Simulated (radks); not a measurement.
The germanium anion Ge4-, [Kr], held by a Watson sphere: a shell of charge +4 at radius R that stands for the Madelung well of a crystal (potential energy -4/R inside, -4/r outside, in hartree with lengths in bohr). Method: scalar-relativistic Kohn-Sham, PBEsol, spin-polarised, spherical densities, finite nucleus; Fermi nuclear charge, rms radius of each element as measured or else 0.836 A^(1/3) + 0.57 fm; computed with a radial shooting solver on a logarithmic mesh with Libxc functionals. Response by self-consistent Sternheimer equations with the Hartree and adiabatic LDA kernel, the relativistic mass of each level held fixed and spin-orbit coupling left out. The sphere does not respond.

R (bohr)  e(3d) (eV)  e(4s) (eV)  e(4p) (eV)  <r> 4p (bohr)  sum of <r^2> (bohr^2)  X-ray form factor at sin(theta)/lambda = 0.1 1/angstrom  alpha (bohr^3)
2.3          -29.094     -15.308      -7.357          2.580                  67.62                                                   31.938           40.86
2.59         -28.004     -14.133      -6.786          2.738                  74.24                                                   31.659           51.21
2.77         -27.560     -13.487      -6.440          2.837                  78.58                                                   31.488           59.02
3.26         -26.869     -12.038      -5.574          3.113                  91.23                                                   31.044           86.71
4.02         -26.475     -10.525      -4.493          3.551                  113.2                                                   30.443           154.5
4.58         -26.378      -9.845      -3.895          3.883                  131.5                                                   30.084           230.2
4.73         -26.365      -9.711      -3.760          3.972                  136.7                                                   30.001           254.8
